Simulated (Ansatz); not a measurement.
Consider the redistribution: `[MgH][O][SiH3]` + `CS[SiH](N)F` → `C[S][Mg][O][SiH3]` + `N[SiH2]F`.

Isolated molecules relaxed with PBE0-D4/def2-TZVP in Ansatz; ΔE leaves out vibrations. CCSD(T)/CBS adds triple-zeta CCSD(T) − MP2 to the extrapolated MP2 energy (def2 sets, frozen cores). For Mg outer-core shells are correlated without core-valence functions, which leaves a few kJ/mol of doubt a bond. One conformer a species, not always the lowest.

```
             level  ΔE (kJ/mol)
SCS-MP2/def2-QZVPP        -50.3
      HF/CBS(def2)        -56.3
```

**Question.** What does CCSD(T)/CBS give? (Best estimate.)

**Answer.** The calculation gave: -46.9 kJ/mol. The listed levels differ from it by -3.4, -9.4 kJ/mol.

Largest T1 diagnostic among the species: 0.011.

In def2-TZVPP, CCSD(T) changes the Hartree–Fock value by +10.9 kJ/mol (the triples alone add +2.2 kJ/mol) and MP2 by +9.0 kJ/mol. The D4 term adds +10.7 kJ/mol with B3LYP and +5.6 kJ/mol with PBE0; it sums over pairs of atoms, weighted by their polarisabilities, and B3LYP, whose exchange is more repulsive, gets the larger term.

B3LYP here is the variant with VWN-RPA as its local correlation; programs differ in this.
